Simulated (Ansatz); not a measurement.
Input and output for MoO2⁺ (the lowest doublet isomer of a short search).

```yaml
crystal:
  periodic: [false, false, false]
  atoms:
    - {symbol: Mo, position_ang: [-0.248506, -0.613127, 0.037282]}
    - {symbol: O, position_ang: [-1.076023, 0.802755, 0.141029]}
    - {symbol: O, position_ang: [1.324529, -0.189628, -0.178300]}
basis:
  gaussian: {orbitals: def2-SVP}
total_charge: 1
magnetization: {spin_polarized: true, initial_magnetization: 1}
hamiltonian: {xc: {name: revPBE}}
output: {forces: true}
```

```sh
$ ansatz run in.yaml --threads 4 --pin off --events-out ev --progress --plain --max-ram 3916MiB
```

It prints (some lines left out):

```
Functional definition: revPBE
589 factors; their error is unknown
mean field evaluation 1: about -5901.7992 eV, gradient 9.9e1 eV
mean field evaluation 2: about -5448.4790 eV, gradient 2.5e2 eV
mean field evaluation 4: about -5935.4362 eV, gradient 2.9e1 eV
mean field evaluation 8: about -5939.0850 eV, gradient 7.2e-1 eV
mean field evaluation 16: about -5939.0681 eV, gradient 2.2e-3 eV
mean field evaluation 32: about -5938.6316 eV, gradient 9.9e-2 eV
mean field -5939.06813705 eV, -218.2567283916 hartree, gradient 2.0e-5 eV, S^2 0.756562; 4 other end points of the search recorded, 0 dependent functions left out
reference -5939.06821287 eV, -218.2567311781 hartree; 15, 14 occupied and 44, 45 virtual orbitals, 589 factors
Total energy: -5939.06821287 eV, -218.2567311781 hartree
Atom 0 at    -0.248506    -0.613127     0.037282 Å, force    -0.791306    -1.952349     0.118704 eV/Å
Atom 1 at    -1.076023     0.802755     0.141029 Å, force    -0.629031     1.399777     0.076955 eV/Å
Atom 2 at     1.324529    -0.189628    -0.178300 Å, force     1.420337     0.552573    -0.195659 eV/Å
Dipole moment:    -0.374532    -0.924063     0.056183 e Å
```

Run time 2 s (4 threads of Arm Neoverse V1 on a shared host).

In the def2 sets Mo takes a core potential; there is no spin–orbit coupling.

The dipole of an ion depends on the origin.
